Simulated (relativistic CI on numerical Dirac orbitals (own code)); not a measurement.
# One change at a time: Nd26+

Base calculation: Dirac-Coulomb-Breit CI, orbitals from a KLI potential per configuration, model QED, unscaled Slater integrals.

Configurations in the expansion (outside the closed core [Ar] 3d10): 4s2 4p4, 4s 4p5, 4s2 4p3 4d, 4p6, 4s 4p4 4d, 4s2 4p3 4f, 4s 4p4 4f, 4p5 4d, 4s 4p3 4d2, 4s2 4p2 4d 4f, 4p5 4f, 4s2 4p3 5s, 4p4 4d 4f, 4p5 5s, 4s2 4p3 5p, 4s 4p3 4d 5s, 4s 4p3 4f2, 4s 4p4 5s, 4s2 4p2 4f 5s, 4s2 4p3 5d, 4s 4p4 5p, 4s2 4p3 5f, 4s2 4p3 5g, 4s 4p4 5d, 4s2 4p3 6s, 4p4 4f 5s, 4s2 4p3 6p, 4s2 4p2 4d2, 4s2 4p 4d3, 4s 4p2 4d3, 4s2 4p 4d2 4f, 4s 4p2 4d2 4f, 4s2 4p 4d2 5s, 4p4 4d2, 4p3 4d3, 4p3 4d2 4f, 4p3 4d2 5s, 4s2 4p2 4d 5s, 4s 4p2 4d2 5s, 4s2 4p 4d 4f 5s, 4s 4p2 4d 4f 5s, 4s2 4p 4d 5s2, 4p4 4d 5s, 4p3 4d 4f 5s, 4p3 4d 5s2, 4s2 4p2 5s2, 4s 4p2 4d 5s2, 4s2 4p 4f 5s2, 4s 4p2 4f 5s2. Double excitations out of closed p, d and f shells are left out; levels of such configurations are missing from the list, as are those of other unlisted configurations, and high levels can miss mixing partners. These lack a partner that the ground configuration has and come out too high: 4s2 4p3 5p, 4s2 4p3 5d, 4s 4p4 5p, 4s2 4p3 5f, 4s2 4p3 5g.

Variants: (1) Breit term removed; (2) only the first 3 configurations. Shifts of the energy above 4s2 4p4 3P_2, in cm⁻¹, for the lowest level and the first level of each name with at least 55 % of one term (blank where a level changes its place among those of its configuration and J or its character, or is not in the variant):

```csv
Level,Base,Δ(1),Δ(2)
4s2 4p4 3P_2,0,0,0
4s2 4p4 1S_0,51640,-68,+2017
4s2 4p4 3P_1,225640,+2779,+1292
4s2 4p4 1D_2,253738,+2937,+3768
4s 4p5 3P°_2,734509,+522,-2694
4s 4p5 3P°_0,960954,+3217,-1893
4s2 4p3 4d 3G°_4,1084384,+5462,+2267
4s2 4p3 4d 3D°_3,1084838,+6155,+2476
4s2 4p3 4d 3F°_4,1123592,,+3948
4s2 4p3 4d 3G°_5,1134031,+6595,+2820
4s 4p4 4d 5D_3,1543899,+2660,
4p6 1S_0,1550996,+1345,
4s 4p4 4d 5F_5,1603766,+3715,
```

At this charge energies of transitions that change n are usually good to better than 1 %, and those within a shell (Δn = 0) to a few per cent.

Ionisation energy from the two ground configurations alone: base 938.643 eV; Breit term removed 939.263 eV. The NIST ASD value (theoretical) is 939 eV.

LS names give the leading component of a level, which can be under half, so a name can repeat, a term be missing and a line seem to break the LS rules.
